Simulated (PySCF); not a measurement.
# Converging SrCl in the basis (HF)

PySCF, UHF reference; doublet, unpaired electrons σ ↑; De to Sr + Cl without counterpoise correction.

```tsv
basis	relativity	functions	Re (Å)	ωe (cm⁻¹)	De (eV)	μ (D)
def2-SVP	scalar-relativistic core potentials	41	2.655	305	3.71	-4.61
def2-SVPD	scalar-relativistic core potentials	53	2.685	287	3.76	-4.99
x2c-TZVPPall	spin-free X2C	121	2.638	290	3.70	-4.48
```

Q: How does each smaller set differ from the one with most functions, x2c-TZVPPall?

A: def2-SVP: +1.7 pm, +5.2 % in ωe, +0.01 eV in De; def2-SVPD: +4.7 pm, -1.0 % in ωe, +0.06 eV in De. All at HF; the set with most functions is neither the basis-set limit nor always the best. The rows treat relativity differently, so the differences are not basis effects alone.

A positive dipole means Sr(−)Cl(+). Spin–orbit coupling is left out. Hartree–Fock leaves out correlation, which carries a large part of most bond energies and some tenths to 1 eV of ionisation energies. The state is the lowest determinant that a PBE0 search found; another state may lie lower at other levels.
